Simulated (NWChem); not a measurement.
System: MgHI; SMILES [MgH][I]

Input file for NWChem:

```
start job
memory heap 200 mb stack 900 mb global 1100 mb
geometry units angstroms noautosym nocenter noautoz
  Mg     0.000000     0.000000    -1.997840
  H      0.000000     0.000000    -3.685126
  I      0.000000     0.000000     0.571078
end
basis spherical
  * library def2-svpd
end
ecp
  I library def2-ecp
end
dft
  xc xpbe96 cpbe96
  iterations 150
end
tddft
  cis
  nroots 6
  notriplet
end
task tddft energy
```

NWChem printed, in part:

```
             Northwest Computational Chemistry Package (NWChem) 7.3.0
             --------------------------------------------------------

                             Geometry "geometry" -> ""
                             -------------------------

 Output coordinates in angstroms (scale by  1.889725989 to convert to a.u.)

  No.       Tag          Charge          X              Y              Z
 ---- ---------------- ---------- -------------- -------------- --------------
    1 Mg                  12.0000     0.00000000     0.00000000    -1.99784000
    2 H                    1.0000     0.00000000     0.00000000    -3.68512600
    3 I                   53.0000     0.00000000     0.00000000     0.57107800

 Effective nuclear repulsion energy (a.u.)     141.3641313006

 Summary of "ao basis" -> "ao basis" (spherical)
 ------------------------------------------------------------------------------
       Tag                 Description            Shells   Functions and Types
 ---------------- ------------------------------  ------  ---------------------
 Mg                        def2-svpd                 9       21   4s4p1d
 H                         def2-svpd                 4        8   2s2p
 I                         def2-svpd                13       35   5s5p3d

            General Information
            -------------------
          SCF calculation type: DFT
          Wavefunction type:  closed shell.
          No. of atoms     :     3
          No. of electrons :    38
           Alpha electrons :    19
            Beta electrons :    19
          Charge           :     0
          Spin multiplicity:     1
          Use of symmetry is: off; symmetry adaption is: off
          Maximum number of iterations: 150
          AO basis - number of functions:    64
                     number of shells:    26
          Convergence on energy requested:  1.00D-06
          Convergence on density requested:  1.00D-05
          Convergence on gradient requested:  5.00D-04

              XC Information
              --------------
          PerdewBurkeErnzerhof Exchange Functional  1.000
            Perdew 1991 LDA Correlation Functional  1.000 local
           PerdewBurkeErnz. Correlation Functional  1.000 non-local

             Grid Information
             ----------------
          Grid used for XC integration:  medium
          Radial quadrature: Mura-Knowles
          Angular quadrature: Lebedev.
          Tag              B.-S. Rad. Rad. Pts. Rad. Cut. Ang. Pts.
          ---              ---------- --------- --------- ---------
          Mg                  1.50       88          14.0       590
          H                   0.35       45          14.0       434
          I                   1.40      123          14.0       590
          Grid pruning is: on
          Number of quadrature shells:   256
          Spatial weights used:  Erf1

      Superposition of Atomic Density Guess
      -------------------------------------

 Sum of atomic energies:        -547.16078128

      Non-variational initial energy
      ------------------------------

 Total energy =    -496.797264
 1-e energy   =    -934.019139
 2-e energy   =     368.552409
 HOMO         =      -0.349746
 LUMO         =      -0.023280

   convergence    iter        energy       DeltaE   RMS-Dens  Diis-err
 ---------------- ----- ----------------- --------- --------- ---------
 d= 0,ls=0.0,diis     1   -498.1919104611 -5.67D+02  2.17D-02  1.54D-01
 d= 0,ls=0.0,diis     2   -498.1761858673  1.57D-02  1.25D-02  1.88D-01
 d= 0,ls=0.0,diis     3   -498.2145128505 -3.83D-02  3.07D-03  1.80D-02
 d= 0,ls=0.0,diis     4   -498.2184254443 -3.91D-03  3.79D-04  1.43D-04
 d= 0,ls=0.0,diis     5   -498.2184471884 -2.17D-05  1.21D-04  2.85D-05
  Resetting Diis
 d= 0,ls=0.0,diis     6   -498.2184541466 -6.96D-06  2.92D-05  4.17D-07
 d= 0,ls=0.0,diis     7   -498.2184542613 -1.15D-07  3.95D-06  1.77D-09

         Total DFT energy =     -498.218454261321
      One electron energy =     -934.962986766542
           Coulomb energy =      406.994978097738
    Exchange-Corr. energy =      -38.919911933724
 Nuclear repulsion energy =       68.669466341207

 Numeric. integr. density =       37.999994610852

                       DFT Final Molecular Orbital Analysis
                       ------------------------------------

 Vector   17  Occ=2.000000D+00  E=-2.552163D-01
              MO Center=  4.6D-09, -4.8D-09, -2.3D+00, r^2= 4.8D+00
   Bfn.  Coefficient  Atom+Function         Bfn.  Coefficient  Atom+Function
  ----- ------------  ---------------      ----- ------------  ---------------
    22      0.372268  2 H  s                 43      0.334367  3 I  pz
    46      0.301291  3 I  pz                 3      0.287287  1 Mg s
    10     -0.213110  1 Mg pz                23      0.166039  2 H  s
     7     -0.147554  1 Mg pz                40     -0.135117  3 I  pz
    37     -0.109708  3 I  pz                 2      0.106752  1 Mg s

 Vector   18  Occ=2.000000D+00  E=-2.366804D-01
              MO Center= -8.2D-10, -3.0D-09,  4.4D-01, r^2= 2.2D+00
   Bfn.  Coefficient  Atom+Function         Bfn.  Coefficient  Atom+Function
  ----- ------------  ---------------      ----- ------------  ---------------
    41      0.466819  3 I  px                44      0.392289  3 I  px
    42     -0.360751  3 I  py                45     -0.303155  3 I  py
    38     -0.189673  3 I  px                35     -0.153740  3 I  px
    39      0.146576  3 I  py                36      0.118808  3 I  py
    20     -0.052672  1 Mg d  1               8      0.048646  1 Mg px

 Vector   19  Occ=2.000000D+00  E=-2.366804D-01
              MO Center=  1.2D-08, -1.1D-08,  4.4D-01, r^2= 2.2D+00
   Bfn.  Coefficient  Atom+Function         Bfn.  Coefficient  Atom+Function
  ----- ------------  ---------------      ----- ------------  ---------------
    42      0.466819  3 I  py                45      0.392289  3 I  py
    41      0.360751  3 I  px                44      0.303155  3 I  px
    39     -0.189673  3 I  py                36     -0.153740  3 I  py
    38     -0.146576  3 I  px                35     -0.118808  3 I  px
    18      0.052672  1 Mg d -1               9      0.048646  1 Mg py

 Vector   20  Occ=0.000000D+00  E=-6.696509D-02
              MO Center=  1.3D-07, -1.5D-07, -1.4D+00, r^2= 6.5D+00
   Bfn.  Coefficient  Atom+Function         Bfn.  Coefficient  Atom+Function
  ----- ------------  ---------------      ----- ------------  ---------------
     4      0.832466  1 Mg s                  3      0.606884  1 Mg s
    46      0.359450  3 I  pz                23     -0.333350  2 H  s
    32     -0.268721  3 I  s                 34     -0.252493  3 I  s
    43      0.250913  3 I  pz                 2      0.244758  1 Mg s
    22     -0.232809  2 H  s                 13      0.224209  1 Mg pz

 Vector   21  Occ=0.000000D+00  E=-5.201833D-02
              MO Center= -1.3D-07,  6.7D-08, -2.0D+00, r^2= 6.4D+00
   Bfn.  Coefficient  Atom+Function         Bfn.  Coefficient  Atom+Function
  ----- ------------  ---------------      ----- ------------  ---------------
    11      0.469752  1 Mg px                 8      0.280518  1 Mg px
    12     -0.262876  1 Mg py                14      0.256745  1 Mg px
    44     -0.171109  3 I  px                 9     -0.156979  1 Mg py
     5      0.152631  1 Mg px                41     -0.145696  3 I  px
    15     -0.143676  1 Mg py                47     -0.113024  3 I  px

 Vector   22  Occ=0.000000D+00  E=-5.201833D-02
              MO Center=  3.8D-08,  3.9D-08, -2.0D+00, r^2= 6.4D+00
   Bfn.  Coefficient  Atom+Function         Bfn.  Coefficient  Atom+Function
  ----- ------------  ---------------      ----- ------------  ---------------
    12      0.469752  1 Mg py                 9      0.280518  1 Mg py
    11      0.262876  1 Mg px                15      0.256745  1 Mg py
    45     -0.171109  3 I  py                 8      0.156979  1 Mg px
     6      0.152631  1 Mg py                42     -0.145696  3 I  py
    14      0.143676  1 Mg px                48     -0.113024  3 I  py

     Multipole analysis of the density
     ---------------------------------

     L   x y z        total         alpha         beta         nuclear
     -   - - -        -----         -----         ----         -------
     0   0 0 0     -0.000000    -19.000000    -19.000000     38.000000

[...]

                                NWChem TDDFT Module
                                -------------------

            General Information
            -------------------
           No. of orbitals :     128
            Alpha orbitals :      64
             Beta orbitals :      64
        Alpha frozen cores :       0
         Beta frozen cores :       0
     Alpha frozen virtuals :       0
      Beta frozen virtuals :       0
         Spin multiplicity :       1
    Number of AO functions :      64
        Use of symmetry is : off
      Symmetry adaption is : off
         Schwarz screening :  0.10D-07

              XC Information
              --------------
   PerdewBurkeErnzerhof Exchange Functional   1.00
     Perdew 1991 LDA Correlation Functional   1.00 local
    PerdewBurkeErnz. Correlation Functional   1.00 non-local

             TDDFT Information
             -----------------
          Calculation type : Tamm-Dancoff TDDFT
         Wavefunction type : Restricted singlets
          No. of electrons :      38
           Alpha electrons :      19
            Beta electrons :      19
              No. of roots :       6
          Max subspacesize :    5200
            Max iterations :     100
               Target root :       1
           Target symmetry : none
      Symmetry restriction : off
                 Algorithm : Optimal
        Davidson threshold :  0.10D-03

    6 smallest eigenvalue differences (eV)
--------------------------------------------------------
  No. Spin  Occ  Vir  Irrep   E(Occ)    E(Vir)   E(Diff)
--------------------------------------------------------
    1    1   19   20 a        -0.237    -0.067     4.618
    2    1   18   20 a        -0.237    -0.067     4.618
    3    1   19   21 a        -0.237    -0.052     5.025
    4    1   19   22 a        -0.237    -0.052     5.025
    5    1   18   21 a        -0.237    -0.052     5.025
    6    1   18   22 a        -0.237    -0.052     5.025
--------------------------------------------------------

  Entering Davidson iterations
  Restricted singlet excited states

  Iter   NTrls   NConv    DeltaV     DeltaE      Time
  ----  ------  ------  ---------  ---------  ---------
    1      6       1     0.10E+00   0.10+100        3.5
    2     11       1     0.55E-01   0.15E-01        3.3
    3     16       3     0.54E-01   0.68E-02        3.3
    4     19       5     0.15E-01   0.64E-02        2.9
    5     20       5     0.70E-02   0.46E-03        2.5
    6     21       5     0.27E-02   0.11E-03        2.4
    7     22       5     0.26E-03   0.67E-05        2.4
    8     23       6     0.83E-04   0.65E-07        2.5
  ----  ------  ------  ---------  ---------  ---------
  Convergence criterion met

  Ground state a        -498.218454261321 a.u.

  ----------------------------------------------------------------------------
  Root   1 singlet a              0.173260906 a.u.                4.7147 eV
  ----------------------------------------------------------------------------
     Transition Moments    X  0.35468   Y  0.51416   Z  0.00000
     Dipole Oscillator Strength                    0.0450662565
     Electric Quadrupole                           0.0000000000
     Magnetic Dipole                               0.0000000176
     Total Oscillator Strength                     0.0450662742

     Occ.   18  a   ---  Virt.   20  a        0.05391
     Occ.   19  a   ---  Virt.   20  a       -0.99638
  ----------------------------------------------------------------------------
  Root   2 singlet a              0.173260906 a.u.                4.7147 eV
  ----------------------------------------------------------------------------
     Transition Moments    X  0.51416   Y -0.35468   Z -0.00000
     Dipole Oscillator Strength                    0.0450662568
     Electric Quadrupole                           0.0000000000
     Magnetic Dipole                               0.0000000176
     Total Oscillator Strength                     0.0450662745

     Occ.   18  a   ---  Virt.   20  a       -0.99638
     Occ.   19  a   ---  Virt.   20  a       -0.05391
  ----------------------------------------------------------------------------
  Root   3 singlet a              0.184662034 a.u.                5.0249 eV
  ----------------------------------------------------------------------------
     Transition Moments    X  0.00000   Y  0.00000   Z -0.00000
     Dipole Oscillator Strength                    0.0000000000
     Electric Quadrupole                           0.0000000000
     Magnetic Dipole                               0.0000000000
     Total Oscillator Strength                     0.0000000000

     Occ.   18  a   ---  Virt.   21  a       -0.10409
     Occ.   18  a   ---  Virt.   22  a       -0.69940
     Occ.   19  a   ---  Virt.   21  a        0.69940
     Occ.   19  a   ---  Virt.   22  a       -0.10409
  ----------------------------------------------------------------------------
  Root   4 singlet a              0.184849289 a.u.                5.0300 eV
  ----------------------------------------------------------------------------
     Transition Moments    X -0.00000   Y  0.00000   Z  0.00000
     Dipole Oscillator Strength                    0.0000000000
     Electric Quadrupole                           0.0000000225
     Magnetic Dipole                               0.0000000000
     Total Oscillator Strength                     0.0000000225

     Occ.   18  a   ---  Virt.   21  a       -0.65047
     Occ.   18  a   ---  Virt.   22  a        0.27687
     Occ.   19  a   ---  Virt.   21  a        0.27687
     Occ.   19  a   ---  Virt.   22  a        0.65047
  ----------------------------------------------------------------------------
  Root   5 singlet a              0.184849311 a.u.                5.0300 eV
  ----------------------------------------------------------------------------
     Transition Moments    X  0.00000   Y  0.00000   Z -0.00000
     Dipole Oscillator Strength                    0.0000000000
     Electric Quadrupole                           0.0000000225
     Magnetic Dipole                               0.0000000000
     Total Oscillator Strength                     0.0000000225

     Occ.   18  a   ---  Virt.   21  a        0.27687
     Occ.   18  a   ---  Virt.   22  a        0.65047
     Occ.   19  a   ---  Virt.   21  a        0.65047
     Occ.   19  a   ---  Virt.   22  a       -0.27687
  ----------------------------------------------------------------------------
  Root   6 singlet a              0.195840953 a.u.                5.3291 eV
  ----------------------------------------------------------------------------
     Transition Moments    X  0.00000   Y -0.00000   Z -0.21464
     Dipole Oscillator Strength                    0.0060149582
     Electric Quadrupole                           0.0000001007
     Magnetic Dipole                               0.0000000000
     Total Oscillator Strength                     0.0060150589

     Occ.   16  a   ---  Virt.   20  a        0.25894
     Occ.   17  a   ---  Virt.   20  a       -0.38373
     Occ.   18  a   ---  Virt.   21  a       -0.61306
     Occ.   18  a   ---  Virt.   22  a        0.09124
     Occ.   19  a   ---  Virt.   21  a       -0.09124
     Occ.   19  a   ---  Virt.   22  a       -0.61306

              Target root =      1
          Target symmetry = none
      Ground state energy =   -498.218454261321
        Excitation energy =      0.173260906187
     Excited state energy =   -498.045193355134

  stored tddft:energy   -498.04519335513385
```

Level: PBE/def2-SVPD with def2 effective core potentials on I, TDA. Structure relaxed at the PBE0/def2-SVP level. Not confirmed as a minimum by frequencies. def2 effective core potentials on I; no spin-orbit coupling.
